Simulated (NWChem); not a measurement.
The numbers come from NWChem runs, not from measurements. System: H6Al2, charge 0, spin multiplicity 1, at a geometry optimised with PBE0/def2-SVP. The structure started from a generated list of species. Level: MP2/def2-TZVP, 10 core orbitals frozen.

Input file:

```
start mol
memory heap 200 mb stack 900 mb global 1100 mb
geometry units angstroms nocenter noautoz
  Al     0.000000     0.000000    -1.303875
  Al     0.000000     0.000000     1.303875
  H      0.000000    -1.158723     0.000000
  H     -1.423606     0.000000    -1.993099
  H      1.423606     0.000000    -1.993099
  H      0.000000     1.158723     0.000000
  H     -1.423606     0.000000     1.993099
  H      1.423606     0.000000     1.993099
  symmetry group D2h
end
basis spherical
  * library def2-tzvp
end
scf
  rhf
  nopen 0
  maxiter 100
  thresh 1e-7
  semidirect memsize 60000000 filesize 0
end
mp2
  freeze core 10
end
task mp2 energy
```

Part of the output:

```
             Northwest Computational Chemistry Package (NWChem) 7.3.0
             --------------------------------------------------------

                                NWChem Input Module
                                -------------------

 Scaling coordinates for geometry "geometry" by  1.889725989
 (inverse scale =  0.529177249)

 Turning off AUTOSYM since
 SYMMETRY directive was detected!

                             Geometry "geometry" -> ""
                             -------------------------

 Output coordinates in angstroms (scale by  1.889725989 to convert to a.u.)

  No.       Tag          Charge          X              Y              Z
 ---- ---------------- ---------- -------------- -------------- --------------
    1 Al                  13.0000     0.00000000     0.00000000    -1.30387500
    2 Al                  13.0000     0.00000000     0.00000000     1.30387500
    3 H                    1.0000     0.00000000    -1.15872300     0.00000000
    4 H                    1.0000    -1.42360600     0.00000000    -1.99309900
    5 H                    1.0000     1.42360600     0.00000000    -1.99309900
    6 H                    1.0000     0.00000000     1.15872300     0.00000000
    7 H                    1.0000    -1.42360600     0.00000000     1.99309900
    8 H                    1.0000     1.42360600     0.00000000     1.99309900

 Effective nuclear repulsion energy (a.u.)      77.7734088576

            Nuclear Dipole moment (a.u.)
            ----------------------------
        X                 Y               Z
 ---------------- ---------------- ----------------
     0.0000000000     0.0000000000     0.0000000000

      Symmetry information
      --------------------

 Group name             D2h
 Group number             26
 Group order               8
 No. of unique centers     3

      Symmetry unique atoms

     1    3    4


 Summary of "ao basis" -> "" (spherical)
 ------------------------------------------------------------------------------
       Tag                 Description            Shells   Functions and Types
 ---------------- ------------------------------  ------  ---------------------
[...]
     1   1 0 0     -0.000000      0.000000      0.000000
     1   0 1 0     -0.000000      0.000000      0.000000
     1   0 0 1      0.000000      0.000000      0.000000

     2   2 0 0    -27.770222      0.000000     28.949248
     2   1 1 0      0.000000      0.000000      0.000000
     2   1 0 1     -0.000000      0.000000      0.000000
     2   0 2 0    -20.591532      0.000000      9.589300
     2   0 1 1     -0.000000      0.000000      0.000000
     2   0 0 2    -25.127816      0.000000    214.592807

                   NWChem MP2 Semi-direct Energy/Gradient Module
                   ---------------------------------------------

  Basis functions       =    110
  Molecular orbitals    =    110
  Frozen core           =     10
  Frozen virtuals       =      0
  Active alpha occupied =      6
  Active beta occupied  =      6
  Active alpha virtual  =     94
  Active beta virtual   =     94
  Use MO symmetry       = T
  Use skeleton AO sym   = T

  AO/Fock/Back tols     =   1.0D-09  1.0D-09  1.0D-09

 GA uses MA = F    GA memory limited = T

 Available:
  local mem=  1.26D+08
 global mem=  1.44D+08
 local disk=  0.00D+00
  mp2_memr nvloc                    94
  nvloc new                    94
   1 passes of   6:        4194304                      52872                  11273241.
   1 passes of   6: M    126132359           G      144155000           F     121938055.

 Semi-direct pass number   1 of   1  for RHF alpha+beta  at        0.9s
  vrange nnbf                  5868
  mp2_eaftype                    43  avail_ma_in_mb                  1099
 EAF : mp2_eaftype filesize          43    5636620.
  mp2_eaf for mointskh                     43
Node 0 wrote     26.5 Mb in      0.0 s     Agg I/O rate:  1579.1 Mb/s
 Done moints_semi at        3.3s
  mp2_eaftype                    43  avail_ma_in_mb                  1056
 EAF : mp2_eaftype filesize          43    5636620.
  mp2_eaf for kh                    43
 Done maket at        3.4s
 Done multipass loop at        3.4s

          -------------------------------------------
          SCF energy                -487.327816434496
          Correlation energy          -0.183188915625
          Singlet pairs               -0.160453103825
          Triplet pairs               -0.022735811800
          Total MP2 energy          -487.511005350121
          -------------------------------------------

          ---------------------------------------------------
                    Spin Component Scaled (SCS) MP2
          Same spin pairs                     -0.015157207867
          Same spin scaling factor             0.333333333333
          Opposite spin pairs                 -0.168031707759
          Opposite spin scaling fact.          1.200000000000
          SCS-MP2 correlation energy          -0.206690451933
          Total SCS-MP2 energy              -487.534506886428
          ---------------------------------------------------

 -----------------------
 Performance information
 -----------------------

 Timer overhead =  9.64D-08 seconds/call

               Nr. of calls         CPU time (s)                 Wall time (s)                GFlops
             ---------------    -------------------     ------------------------------   -------------------
Name         Min   Avg   Max    Min     Avg     Max     Min     Avg     Max   Mx/calls   Min     Max     Sum
mp2: moin     1     1     1    2.4     2.4     2.4      2.4     2.4     2.4     2.4      0.0     0.0     0.0
mp2: make     1     1     1   5.88E-2 5.88E-2 5.88E-2  5.88E-2 5.88E-2 5.88E-2 5.88E-2   0.0     0.0     0.0
mp2: tota     1     1     1    2.5     2.5     2.5      2.5     2.5     2.5     2.5      0.0     0.0     0.0

 The average no. of pstat calls per process was 3.00D+00
 with a timing overhead of 2.89D-07s

 Task  times  cpu:        3.3s     wall:        3.3s

 Total times  cpu:        3.4s     wall:        3.4s
```
